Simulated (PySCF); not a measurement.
## Electron correlation in Cu (copper, neutral)

[Ar] 3d10 4s1, 2S determinant. Calculation: PySCF 2.14, in x2c-SVPall (5s3p3d1f, 36 functions); the spin-free X2C one-electron Hamiltonian (Gaussian nucleus). Frozen: [Ar]; 11 electrons correlated.

MP2 pair energies summed by pair of shells (mhartree):

| pair | energy | share (%) |
| --- | --- | --- |
| 3d-3d | -285.98 | 96.4 |
| 3d-4s | -10.55 | 3.6 |

Total MP2 correlation energy: -296.53 mhartree.

Same-spin part -113.62 and opposite-spin part -182.91 mhartree; SCS-MP2 scales them by 1/3 and 6/5 to -257.37 mhartree.

```tsv
level	correlation energy (mhartree)
CCSD	-261.50
(T)	-14.53
CCSD(T)	-276.03
```

Diagnostics: T1 = 0.022, D1 = 0.0329, largest double amplitude 0.033.

**Question.** Is a single reference adequate?

**Answer.** Yes: T1 lies below 0.03 and no double amplitude reaches 0.07.
